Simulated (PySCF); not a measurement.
**Diatomics of Br with the second period**

PBE0 with triple-zeta basis sets in PySCF, for the lowest determinant that a PBE0 search found; no spin–orbit coupling. De refers to high-spin ground-configuration atoms. A positive dipole means M(−)Br(+).

| M | basis | state (unpaired electrons) | Re (Å) | ωe (cm⁻¹) | De (eV) | μ (D) |
| --- | --- | --- | --- | --- | --- | --- |
| Li | x2c-TZVPPall | singlet (closed shell) | 2.168 | 567 | 4.22 | -7.04 |
| Be | x2c-TZVPPall | doublet (σ ↑) | 1.967 | 699 | 3.57 | -0.72 |
| B | def2-TZVPP | singlet (closed shell) | 1.894 | 685 | 4.58 | 1.50 |
| C | def2-TZVPP | doublet (π ↑) | 1.815 | 745 | 3.73 | 1.52 |
| F | def2-TZVPP | singlet (closed shell) | 1.753 | 702 | 2.63 | 1.36 |

The shortest bond is that of BrF (1.753 Å), the longest that of LiBr (2.168 Å).

The rows differ in basis set, which adds steps of its own.

The state changes along the series, so neighbouring rows are not always alike in their bonding.

States were picked by a PBE0 search and need not be the measured ground states.
